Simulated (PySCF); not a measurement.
**How methods differ on the excitation energy of Fe²⁺**

Fe²⁺ [Ar] 3d6 (5D) → Fe²⁺ [Ar] 3d5 4s1 (7S), as a difference of total energies. Computed with PySCF 2.14 in ANO-RCC-VTZP (6s5p3d2f1g, 59 functions), with scalar relativity by spin-free X2C-1e. Correlated levels: valence: [Ar] frozen; valence and next inner shell: [Ne] frozen. The calculations carry no spin-orbit coupling.

```json
{"method": "UHF", "excitation energy (cm⁻¹)": "21546"}
{"method": "LDA", "excitation energy (cm⁻¹)": "34155"}
{"method": "PBE", "excitation energy (cm⁻¹)": "34759"}
{"method": "PBE0", "excitation energy (cm⁻¹)": "33522"}
{"method": "r2SCAN", "excitation energy (cm⁻¹)": "31584"}
{"method": "LC-wPBE", "excitation energy (cm⁻¹)": "37849"}
{"method": "B97-3", "excitation energy (cm⁻¹)": "36137"}
{"method": "wB97X", "excitation energy (cm⁻¹)": "38367"}
{"method": "MP2 (valence)", "excitation energy (cm⁻¹)": "31659"}
{"method": "SCS-MP2 (valence)", "excitation energy (cm⁻¹)": "34707"}
{"method": "MP2 (valence and next inner shell)", "excitation energy (cm⁻¹)": "32543"}
{"method": "SCS-MP2 (valence and next inner shell)", "excitation energy (cm⁻¹)": "33551"}
```

A first-order spin-orbit estimate (lowest level to lowest level, LS coupling) adds 0.060 eV.

The basis was made for the ground configuration and has no added diffuse functions, so the excitation energy can come out too high.
